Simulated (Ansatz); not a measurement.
Geometry optimisation, Ansatz, DFT PBE, scalar-relativistic, plane waves, PAW.

The input (input.yaml):

```yaml
crystal:
  lattice:
    - [0.0, 5.43, 5.43]
    - [5.43, 0.0, 5.43]
    - [5.43, 5.43, 0.0]
  atoms:
    - { symbol: Si, position: [0.0, 0.0, 0.0] }
    - { symbol: Si, position: [0.125, 0.125, 0.125] }
    - { symbol: Si, position: [0.0, 0.0, 0.5] }
    - { symbol: Si, position: [0.125, 0.125, 0.625] }
    - { symbol: Si, position: [0.0, 0.5, 0.0] }
    - { symbol: Si, position: [0.125, 0.625, 0.125] }
    - { symbol: Si, position: [0.0, 0.5, 0.5] }
    - { symbol: Si, position: [0.125, 0.625, 0.625] }
    - { symbol: Si, position: [0.5, 0.0, 0.0] }
    - { symbol: Si, position: [0.625, 0.125, 0.125] }
    - { symbol: Si, position: [0.5, 0.0, 0.5] }
    - { symbol: Si, position: [0.625, 0.125, 0.625] }
    - { symbol: Si, position: [0.5, 0.5, 0.0] }
    - { symbol: Si, position: [0.625, 0.625, 0.125] }
    - { symbol: Si, position: [0.5, 0.5, 0.5] }
    - { symbol: Si, position: [0.625, 0.625, 0.625] }
    - { symbol: Ge, position: [0.54936024, 0.3156286, 0.31967122] }
basis:
  ecutwfc: 420.0
kpoints:
  mp_grid: { grid: [2, 2, 2] }
hamiltonian:
  xc: pbe
  pseudopotentials: { kind: paw, azcp: { folder: soft_1 } }
scf:
  occupations: { method: gaussian, width: 0.05 }
  lower_state_search: "off"
relax:
  f_tol: 0.03
  max_steps: 60
  adjacent_minimum: "off"
output:
  write_density: true
  write_potential: true
  elf: true
  volumetric_format: npy
```

Launched with:

```bash
$ ansatz run input.yaml --threads 1 --pin off --max-ram 3072MiB --backend cpu --events-out ev --progress --plain --runs-dir out
```

Problem. Where does it end, and by what steps?

Solution. It converged. Limits of this set-up: coarse k mesh. After 5 steps the energy has fallen by 1.567 eV; Si7 moved furthest, 0.47 Å.

| step | energy less start (eV) | largest force component (eV/Å) | accepted |
| --- | --- | --- | --- |
| 0 | 0.0000 | 3.010 | yes |
| 1 | -1.1690 | 1.216 | yes |
| 2 | -1.5287 | 0.183 | yes |
| 3 | -1.5510 | 0.190 | yes |
| 4 | -1.5665 | 0.041 | yes |
| 5 | -1.5673 | 0.011 | yes |

```xyz
17
Lattice="0.0000 5.4300 5.4300 5.4300 0.0000 5.4300 5.4300 5.4300 0.0000" Properties=species:S:1:pos:R:3
Si -0.018 -0.087 -0.088
Si 1.619 1.099 1.096
Si 2.804 2.736 -0.089
Si 3.990 4.157 1.325
Si 2.804 -0.087 2.733
Si 3.990 1.327 4.155
Si 5.161 2.986 2.984
Si 6.820 4.157 4.155
Si 0.246 2.470 2.469
Si 1.235 3.950 3.950
Si 2.594 5.551 2.576
Si 4.195 6.911 3.950
Si 2.594 2.577 5.551
Si 4.195 3.950 6.910
Si 5.569 5.551 5.551
Si 6.536 7.040 7.039
Ge 3.415 4.732 4.730
```

Time of the run: 2.1 min on 1 thread of AMD EPYC 7571, on a shared host, peak memory 0.61 GiB.
